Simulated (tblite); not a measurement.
Species: C3H15NOSi3.
SMILES with atom numbers: `[CH3:1][CH2:2][SiH2:3][Si@:4]([CH3:5])([OH:6])[SiH2:7][NH2:8]` (hydrogens: H9, H10, H11 on C1; H12, H13 on C2; H14, H15 on Si3; H16, H17, H18 on C5; H19 on O6; H20, H21 on Si7; H22, H23 on N8)

Structure optimised with GFN2-xTB, isolated species.

(1) Give the optimised bond lengths and angles.

Results:

(1) 
| bond | length (Å) | order |
| --- | --- | --- |
| C1–C2 | 1.523 | single |
| C2–Si3 | 1.910 | single |
| Si3–Si4 | 2.329 | single |
| Si4–C5 | 1.916 | single |
| Si4–O6 | 1.649 | single |
| Si4–Si7 | 2.323 | single |
| Si7–N8 | 1.727 | single |
| C1–H9, C1–H10, C1–H11 | 1.088 | single |
| C2–H12 | 1.091 | single |
| C2–H13 | 1.093 | single |
| Si3–H14 | 1.474 | single |
| Si3–H15 | 1.478 | single |
| C5–H16, C5–H17, C5–H18 | 1.087 | single |
| O6–H19 | 0.953 | single |
| Si7–H20 | 1.474 | single |
| Si7–H21 | 1.482 | single |
| N8–H22, N8–H23 | 1.007 | single |

Bonds in one row agree within 0.01 Å and their mean is given. Orders are formal, as drawn. A selection of angles:
| angle | degrees |
| --- | --- |
| C1–C2–Si3 | 112.3 |
| C2–Si3–Si4 | 109.0 |
| Si3–Si4–C5 | 109.9 |
| Si3–Si4–O6 | 101.8 |
| Si3–Si4–Si7 | 118.6 |
| C5–Si4–O6 | 107.8 |
| C5–Si4–Si7 | 109.2 |
| O6–Si4–Si7 | 108.9 |
| Si4–Si7–N8 | 104.8 |
| H19–O6–Si4 | 122.5 |
| H22–N8–Si7 | 118.6 |
| H23–N8–Si7 | 119.3 |

Torsions: C1–C2–Si3–Si4 -62° (synclinal); C2–Si3–Si4–C5 -163° (antiperiplanar); Si3–Si4–Si7–N8 -65° (synclinal); H19–O6–Si4–Si3 164° (antiperiplanar).

Of the pairs four or more bonds apart, Si4···H9 is among the closest relative to their van der Waals radii: 3.23 Å, 98 % of the sum of Bondi's values. Si7 (SiH2 silicon) is distorted tetrahedral (angles from 103.1° to 118.3°). Si4 (oxygen-bound silicon) is distorted tetrahedral (angles from 101.8° to 118.6°). Si3 (SiH2 silicon) is distorted tetrahedral (angles from 104.6° to 117.6°). N8 (silicon-bound nitrogen) is pyramidal (angles 119.3°, 118.6° and 109.4°, sum 347.4°, 0.24 Å off the plane of its three neighbours). O6 (silanol oxygen) is bent (angle 122.5°).

Point group: C1 (no symmetry element, even within 0.4 Å). Its lowest GFN2-xTB frequency is 14 cm⁻¹, too small to tell a flat minimum from a shallow saddle. The numbers are those of one conformer (C1–C2–Si3–Si4 -62°, C2–Si3–Si4–C5 -163°, Si3–Si4–O6–H 164°, Si3–Si4–Si7–N8 -65°, Si4–Si7–N8–H -176° and 46°). 3 starts were optimised and ended at 0.00, 0.37 and 0.83 kcal/mol (GFN2-xTB); the lowest of these is shown.

These are computed values.
